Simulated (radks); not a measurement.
Values are calculated unless marked as measured or tabulated.
Spherical jellium clusters: N electrons in a uniform positive sphere of charge N and radius rs N^(1/3), rs = 2.33 bohr. Level of theory: non-relativistic Kohn-Sham, PBE, spin-polarised, spherical densities (a radial shooting solver with Libxc functionals). Levels are named by radial order and angular momentum (1s, 1p, 1d, 2s, ...), and open shells are averaged over m.

N = 33, configuration 1s2 1p6 1d10 2s2 1f(up 7, down 6). This is the lowest configuration that the search found. Occupied and some empty levels:

level,occupation,eigenvalue (eV),<r> (bohr)
1s up,1,-10.871,4.110
1s down,1,-10.843,4.075
1p up,3,-8.7982,5.187
1p down,3,-8.7358,5.162
1d up,5,-6.4871,5.924
1d down,5,-6.4032,5.911
2s up,1,-6.0533,5.122
2s down,1,-5.9986,5.139
1f up,7,-3.9437,6.563
1f down,6,-3.8492,6.562
2p up,0,-3.2077,6.185
2p down,0,-3.1596,6.197
1g up,0,-1.2548,7.317
1g down,0,-1.1604,7.335
2d up,0,-0.81182,8.657
2d down,0,-0.76872,8.712

Energy (eV): total -30.4555, kinetic 155.61, external -4638.4, Hartree 2265.4, exchange-correlation -192.06, background 2379.0.

Electron density:

r (bohr),n(r) (e/bohr^3)
0.554,0.02293
1.17,0.02075
1.79,0.01809
2.40,0.01620
3.02,0.01588
3.64,0.01715
4.26,0.01914
4.87,0.02052
5.49,0.02008
6.11,0.01730
6.72,0.01280
7.34,0.008008
7.96,0.004331
8.57,0.002133
9.19,0.0009981
9.81,0.0004563
10.4,0.0002080
11.0,0.00009347
11.7,0.00004191
12.3,0.00001874
